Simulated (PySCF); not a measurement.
Solvent effects on NMR parameters

Bonds (- single, = double, # triple, : aromatic): C1-C2, C2-S3, S3=O4, S3-C5, C5-O6, O6-C7. C1 carries H8, H9, H10; C2 carries H11, H12; C5 carries H13, H14; C7 carries H15, H16, H17. Stereochemistry as in CC[S@@](=O)COC. H11, H14 are pro-R; H12, H13 are pro-S.

GIAO PBE0/pcSseg-1 in PySCF 2.14 on one PBE0-D3(BJ)/def2-SVP conformer, non-relativistic, equivalent nuclei averaged. Solvents enter as an IEF-PCM continuum (benzene with ε = 2.3, chloroform with ε = 4.7) around the gas-phase geometry. Shifts are referred to TMS, CS2 computed in the same medium.

In benzene, δ in ppm: C5 91.4, C7 64.3, C2 46.2, C1 3.8, S3 335.0, H13 4.45, H14 4.09, H15/H16/H17 3.90, H11 2.86, H12 2.48, H8/H9/H10 1.71. Dipole moment 3.18 D.

Q: How does each δ change in the more polar medium?

A: 
```csv
atoms,environment,"Δδ, chloroform"
C5,sp3 CH2 bonded to O and S,+0.3
C7,methyl carbon bonded to O,+0.2
C2,sp3 CH2 bonded to S,+0.1
C1,methyl carbon,+0.3
S3,sulfoxide sulfur,0.0
H13,hydrogen on an sp3 CH2 bonded to O and S,+0.10
H14,hydrogen on an sp3 CH2 bonded to O and S,+0.10
H15/H16/H17,hydrogen on a methyl carbon bonded to O,0.00
H11,hydrogen on an sp3 CH2 bonded to S,+0.08
H12,hydrogen on an sp3 CH2 bonded to S,+0.11
H8/H9/H10,hydrogen on a methyl carbon,-0.02
```

Changes are relative to benzene. The dipole moment becomes 3.48 D in chloroform.

Q: Which nuclei move most (in ppm), and what does the model miss?

A: C5 (sp3 CH2 bonded to O and S, +0.3 ppm) in chloroform. A continuum only polarises the solute; specific hydrogen bonds, the anisotropy of aromatic solvents and changes of geometry or conformer are outside it.
